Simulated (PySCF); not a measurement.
**Worked example: chemical shift, span and skew from a shielding tensor**

Ge(Cl)3(OSiH3) (Cl3GeH3OSi), SMILES [O]([SiH3])[Ge]([Cl])([Cl])[Cl]. Atoms are numbered in the order given.

```xyz
9

Si    -2.6946     0.3483    -0.8070
O     -1.2781     0.7468     0.0041
Ge     0.2990     0.0392     0.1414
Cl     0.3740    -1.7364    -1.0415
Cl     1.7524     1.4226    -0.5545
Cl     0.6795    -0.4418     2.1748
H     -3.1899    -0.9816    -0.3494
H     -2.4494     0.3115    -2.2774
H     -3.6804     1.4102    -0.4734
```

Coordinates come from a PBE0-D3(BJ)/def2-SVP optimisation. Other conformers were not sampled.

GIAO shieldings from B3LYP/pcSseg-1 (PySCF), non-relativistic, no solvent. The symmetric part of the tensor of Si1 has the principal values 330.0, 340.9, 446.3 ppm. The same nucleus in TMS has σ = 338.7 ppm at this level (PySCF, at its B3LYP-D3(BJ)/def2-TZVP geometry). Without spin–orbit terms, shifts of atoms bonded to Cl or Br come out too high.

Work out the isotropic shielding, the ²⁹Si shift against TMS, the span and the skew.


σ(iso) = (σ11 + σ22 + σ33)/3 = 372.4 ppm. δ = σ(ref) − σ(iso) = 338.7 − (372.4) = -33.7 ppm.
Span Ω = σ33 − σ11 = 116.3 ppm. Skew κ = 3(σ(iso) − σ22)/Ω = 0.81. Tumbling in solution averages the tensor to δ; in a static solid the shielding alone would spread this spin-1/2 line over Ω.
